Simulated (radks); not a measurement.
Valence configurations of the gallium ion Ga2+ (all share [Ar]). Method: Dirac Kohn-Sham, PBE, spin-unpolarised, spherical densities, point nucleus; open shells fill j = l - 1/2 first; computed with a radial shooting solver on a logarithmic mesh with Libxc functionals. Energies are relative to 3d10 4s1; eigenvalues in eV.

| valence | E (eV) | e(3d3/2) | e(3d5/2) | e(4p1/2) | e(4s1/2) |
|---|---|---|---|---|---|
| 3d10 4s1 | 0.000 | -39.633 | -39.167 | - | -26.067 |
| 3d9 4s1 4p1 | 24.778 | -49.355 | -48.855 | -20.435 | -29.365 |
| 3d9 4s2 | 15.907 | -47.848 | -47.350 | - | -28.500 |
| 3d9.5 4s1 4p0.5 | 11.495 | -44.412 | -43.929 | -19.184 | -27.735 |
| 3d10 4s0.5 4p0.5 | 4.100 | -40.423 | -39.957 | -18.306 | -26.540 |
| 3d8 4s1 4p2 | 57.091 | -59.686 | -59.151 | -22.827 | -32.496 |
| 3d10 4p1 | 8.234 | -41.199 | -40.732 | -18.702 | - |
| 3d8 4s2 4p1 | 47.474 | -58.293 | -57.759 | -22.167 | -31.732 |
| 3d7 4s2 4p2 | 87.313 | -69.266 | -68.696 | -24.507 | -34.793 |
| 3d9 4s1.5 4p0.5 | 20.327 | -48.608 | -48.109 | -20.067 | -28.938 |

NIST lists [Ar] 3d10 4s1 as the ground configuration; this level of theory agrees among the configurations tried. The energies are those of spherical spin-averaged densities, not of single terms.
